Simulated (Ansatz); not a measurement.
`F[Si](F)(F)S` + H–F → silicon tetrafluoride + H₂S at 500 K and 1 bar (ligand exchange at the Si–S bond).

Isolated molecules relaxed with PBE0-D4/def2-TZVP in Ansatz; ΔE leaves out vibrations. CBS: MP2 limit from def2 TZ/QZ plus the TZ coupled-cluster correction, frozen cores. This one scheme is used for every species. Each species was taken in one conformer, which may not be the lowest.

```tsv
species	CCSD(T)/CBS energy (Eh)	H − E (kJ/mol)	S (J/(mol·K))
`F[Si](F)(F)S`	-987.07717	89.2	382.7
H–F	-100.39570	39.4	188.7
`F[Si](F)(F)F`	-688.53452	65.4	326.1
H₂S	-398.97279	57.0	224.0
```

H − E and S are ideal-gas, rigid-rotor, harmonic terms from PBE0-D4/def2-TZVP, for one conformer and one mirror image of each species. 1 Eh = 2625.50 kJ/mol, R = 8.31446 J/(mol·K).

**Question.** By hand: ΔE, ΔH, ΔS and ΔG.

**Answer.** ΔE = (-688.53452) + (-398.97279) − (-987.07717) − (-100.39570) = -0.03444 Eh = -90.4 kJ/mol. Δ(H − E) = 65.4 + 57.0 − 89.2 − 39.4 = -6.2, so ΔH = -96.6 kJ/mol. ΔS = 326.1 + 224.0 − 382.7 − 188.7 = -21.3 J/(mol·K). ΔG = -96.6 − 500 × (-21.3)/1000 = -85.9 kJ/mol.

**Question.** By hand: the equilibrium constant, and the temperature at which ΔG would vanish if ΔH and ΔS stayed fixed.

**Answer.** log₁₀ K = −ΔG/(RT ln 10) = 9.0. ΔG = 0 at ΔH/ΔS = 4535 K, far beyond where these terms or the molecules hold.

ΔH outweighs TΔS. A doubt of 5 kJ/mol in ΔE shifts log₁₀ K by 0.5 here. Other conformers and mirror images would add mixing entropy, several J/(mol·K) or more a flexible species. These are equilibria of isolated gas molecules and say nothing of rates. Largest T1 diagnostic: 0.012 (customary marks: 0.02 for closed shells, 0.045 for open ones).
